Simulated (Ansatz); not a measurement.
FH6NSSi2, SMILES `N[SiH2]S[SiH2]F`, relaxed with RKS PBE0-D4/def2-TZVP in Ansatz 0.2.0 from a PBE-D4/def2-SVP geometry. The force threshold is 0.005 eV/Å; the program also tests the step.

The species carries charge 0 and has multiplicity 1.

Start:

```xyz
11

N     0.581   -1.203   -1.602
Si    1.168    0.158   -0.701
S     0.894    0.132    1.484
Si   -1.195    0.562    1.514
F    -1.494    2.170    1.392
H     0.984   -2.128   -1.422
H    -0.428   -1.283   -1.754
H     2.657    0.223   -0.845
H     0.462    1.366   -1.238
H    -1.887   -0.087    0.348
H    -1.742    0.089    2.824
```

Q: How much energy does the relaxation release, and in how many steps? (An estimate is asked.)

A: Computed: 7.78 kJ/mol, in 13 steps.

Q: Which bonds change most? (Estimate.)

A: Ansatz gave: Si4–F5 from 1.640 to 1.598 Å; Si2–S3 from 2.203 to 2.166 Å; N1–Si2 from 1.735 to 1.706 Å; S3–Si4 from 2.134 to 2.107 Å.

Q: Give the relaxed structure. (Estimate.)

A: Computed: 
```xyz
11

N     0.596   -1.224   -1.564
Si    1.129    0.142   -0.691
S     0.867    0.100    1.459
Si   -1.183    0.584    1.506
F    -1.418    2.164    1.455
H     1.047   -2.117   -1.442
H    -0.384   -1.337   -1.768
H     2.595    0.265   -0.845
H     0.388    1.313   -1.215
H    -1.885    0.019    0.328
H    -1.751    0.090    2.778
```
